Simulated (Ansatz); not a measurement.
C4H8ClNOZr (`C#[C][Zr]([OH])([Cl])[N](C)C`) from Hartree–Fock to CCSD(T)

```xyz
16

C    -1.380   -1.674   -2.840
C    -1.207   -0.800   -2.012
Zr   -0.964    0.793   -0.511
O    -0.305    2.390   -1.316
Cl   -2.984    1.049    0.718
N     0.461    0.112    0.705
C     1.781    0.585    1.033
C     0.079   -1.095    1.405
H    -1.533   -2.441   -3.566
H    -0.264    3.233   -1.760
H     2.009    1.495    0.475
H     2.543   -0.167    0.787
H     1.869    0.808    2.105
H     0.071   -0.947    2.492
H    -0.931   -1.416    1.115
H     0.755   -1.926    1.167
```

Total charge 0; spin multiplicity 1. Correlated methods include outer-core shells of Zr, which these sets cover unevenly. Zr: def2 effective core potential. The structure was optimised at the PBE0-D4/def2-TZVP level. It is one conformer, not always the lowest. Frozen core, restricted reference, Ansatz 0.2.0.

```json
{"basis": "def2-SVP", "HF (Eh)": "-791.24075", "MP2 corr.": "-1.27839"}
{"basis": "def2-TZVPP", "HF (Eh)": "-791.74034", "MP2 corr.": "-1.64693"}
{"basis": "def2-QZVPP", "HF (Eh)": "-791.76983", "MP2 corr.": "-1.79150"}
```

Problem. Estimate the CCSD correlation energy and the (T) correction in each basis where they were run (hartree).

Solution. 
```json
{"basis": "def2-SVP", "CCSD corr.": "-1.33270", "(T)": "-0.04849"}
{"basis": "def2-TZVPP", "CCSD corr.": "-1.68728", "(T)": "-0.07944"}
```
